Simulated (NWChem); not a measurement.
## Basis-set convergence for H$_{3}$BOS$_{2}$

```xyz
7

B     -0.0040    -0.3969     0.0000
O      0.0017    -1.7506     0.0000
H     -0.8655    -2.1641     0.0000
S     -1.4992     0.6531     0.0000
H     -2.4197    -0.3366     0.0000
S      1.6310     0.3981     0.0000
H      1.1825     1.6707     0.0000
```
Charge 0, spin multiplicity 1.

Program: NWChem. All single points use one geometry, from PBE0/def2-SVP, a minimum by its harmonic frequencies. It is one conformer; others weren't searched.

Quantity: first vertical ionisation energy at the level G0W0@PBE0.

GW and range-separated runs recompute their integrals, the others keep them in memory, which bears on the times. The structure started from a generated list of species.

The cost column gives rough processor time relative to def2-SVP; each entry includes its own SCF.

```tsv
basis	functions	first vertical ionisation energy (eV)	relative cost
def2-SVP	79	?	1
def2-SVPD	121	?	3
def2-TZVP	154	?	6
def2-TZVPP	188	9.44	9
```

Task: Fill in the missing entries.

Result: 
- def2-SVP, first vertical ionisation energy (eV): 8.86
- def2-SVPD, first vertical ionisation energy (eV): 9.01
- def2-TZVP, first vertical ionisation energy (eV): 9.39
